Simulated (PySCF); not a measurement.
## Dipole moment and polarisability of `C#Cc1n[nH]c(F)n1`

Species: C₄H₂FN₃.
Structure used (GFN2-xTB), in Å, numbered top down from 1:
```
atom  x, y, z in Å
C1     2.8175   -0.8321   -0.6035
C2     1.6719   -0.5199   -0.4305
C3     0.3347   -0.1300   -0.2327
N4    -0.6363   -0.9664    0.0766
N5    -1.7234   -0.1857    0.1708
C6    -1.3465    1.0855   -0.0898
F7    -2.2199    2.0662   -0.0658
N8    -0.0790    1.1687   -0.3452
H9     3.8169   -1.1127   -0.7554
H10   -2.6271   -0.5688    0.4001
```

Level: CAM-B3LYP/def2-SVPD (PySCF), static field, nuclei fixed, core orbitals frozen in the response. The polarisability tensor in these axes (au):

```
x    95.73 -11.42  -9.30
y   -11.42  58.73  -0.82
z    -9.30  -0.82  40.27
```

Q: What are the eigenvalues, a third of the trace, and Δα (Δα² = ½Σ(αi − αj)² over the three pairs)?

A: Principal values 38.36, 56.12 and 100.25 au; mean 64.91 au = 9.62 Å³ = 10.70 × 10⁻⁴⁰ C²·m²/J; Δα = 55.19 au (85 % of the mean).

Q: What is the dipole moment, and where does it point?

A: (-1.82, -0.99, 0.49) D, 2.14 D in size, pointing from the negative to the positive side. Measured along this direction, the outermost atoms are H9 at the negative end and H10 at the positive end.

Q: In TDDFT the mean static polarisability is Σ f/ω² over all singlet excitations (ω in hartree). How much of it do the 8 lowest give? Their energies (eV) and oscillator strengths: 5.87, 0.0001; 5.93, 0.2002; 6.28, 0.0019; 6.37, 0.0007; 7.08, 0.0001; 7.14, 0.0057; 7.28, 0.0890; 7.54, 0.0040.

A: They add up to 5.64 au, 8.7 % of the 64.91 au; the largest single term is 4.21 au, from the state at 5.93 eV. Terms in order: 0.00, 4.21, 0.04, 0.01, 0.00, 0.08, 1.24, 0.05 au. Higher excitations give the rest. The strengths listed sum to 0.302.

Q: Along which axes do the principal values lie, and how far do the nuclei extend along each?

A: Largest value along (0.95, -0.26, -0.14), where the nuclei span 6.69 Å; middle along (0.23, 0.95, -0.19), 2.70 Å; least along (0.19, 0.14, 0.97), 0.00 Å. The response follows the extents in order.

Q: What are the principal values of the traceless quadrupole moment, Θ = ½Σq(3rr − r²1), about the centre of nuclear charge?

A: -12.84, -4.38, 17.22 D·Å. The values depend on the origin, since the dipole doesn't vanish. The electronic extent ⟨r²⟩ about the same centre is 917 bohr², a root-mean-square distance of 2.14 Å for the 56 electrons.

Q: Molar refractivity from α?

A: Lorentz–Lorenz: R = (4π/3)N_A α = 2.5225 cm³/(mol·Å³) × 9.62 Å³ = 24.3 cm³/mol, in the limit of long wavelengths.

Q: Orientational against electronic polarisability at 500 K (dilute gas, rigid molecules)?

A: In Gaussian units μ²/3kT = 22.02 Å³ against 9.62 Å³, a ratio of 2.29; the Debye molar polarisation (4π/3)N_A(α + μ²/3kT) is 79.8 cm³/mol, leaving out the vibrational part.

Geometry: GFN2-xTB; no solvent, vibrations or thermal averaging.
